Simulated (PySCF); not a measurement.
## Electron correlation in Cl⁺ (chlorine, charge +1)

[Ne] 3s2 3p3 3d1, high-spin 5D determinant (an excited configuration). Calculation: PySCF 2.14, in dyall-av3z; the spin-free X2C one-electron Hamiltonian (Gaussian nucleus). Frozen: [Ne]; 6 electrons correlated; the 23 highest virtual orbitals of each spin left out.

```tsv
level	correlation energy (mhartree)
CCSD	-125.68
(T)	-3.40
CCSD(T)	-129.08
```

Diagnostics: T1 = 0.0038, D1 = 0.0078, largest double amplitude 0.048.

The outer electron is Rydberg-like, and this basis confines it to a smaller radius and binds it less than a complete one would.

Cost of the coupled-cluster step: roughly 5 core-seconds, for 6 correlated electrons.

Iterations:

```
CC2 = 0
CCSD nocc = (np.int64(5), np.int64(1)), nmo = (56, 56)
frozen orbitals [[0, 1, 2, 3, 4, 61, 62, 63, 64, 65, 66, 67, 68, 69, 70, 71, 72, 73, 74, 75, 76, 77, 78, 79, 80, 81, 82, 83], [0, 1, 2, 3, 4, 61, 62, 63, 64, 65, 66, 67, 68, 69, 70, 71, 72, 73, 74, 75, 76, 77, 78, 79, 80, 81, 82, 83]]
max_cycle = 100
direct = 0
conv_tol = 1e-08
conv_tol_normt = 1e-06
diis_space = 8
diis_start_cycle = 0
Init t2, MP2 energy = -0.105431314766258
Init E_corr(UCCSD) = -0.105431314773924
cycle = 1  E_corr(UCCSD) = -0.12138885025149  dE = -0.0159575355  norm(t1,t2) = 0.0368353
cycle = 2  E_corr(UCCSD) = -0.124489985516005  dE = -0.00310113526  norm(t1,t2) = 0.0105925
cycle = 3  E_corr(UCCSD) = -0.125704230225706  dE = -0.00121424471  norm(t1,t2) = 0.00385301
cycle = 4  E_corr(UCCSD) = -0.125675271298069  dE = 2.89589276e-05  norm(t1,t2) = 0.000551015
cycle = 5  E_corr(UCCSD) = -0.125677359581695  dE = -2.08828363e-06  norm(t1,t2) = 0.000108811
cycle = 6  E_corr(UCCSD) = -0.125677214266549  dE = 1.45315145e-07  norm(t1,t2) = 2.63002e-05
cycle = 7  E_corr(UCCSD) = -0.125677455112353  dE = -2.40845803e-07  norm(t1,t2) = 4.47243e-06
cycle = 8  E_corr(UCCSD) = -0.125677356276982  dE = 9.88353709e-08  norm(t1,t2) = 9.15156e-07
cycle = 9  E_corr(UCCSD) = -0.125677371436669  dE = -1.5159687e-08  norm(t1,t2) = 2.47152e-07
cycle = 10  E_corr(UCCSD) = -0.125677372523347  dE = -1.08667772e-09  norm(t1,t2) = 5.53044e-08
UCCSD converged
E(UCCSD) = -460.0990453454327  E_corr = -0.1256773725233466
UCCSD(T) correction = -0.0034026792648784
```
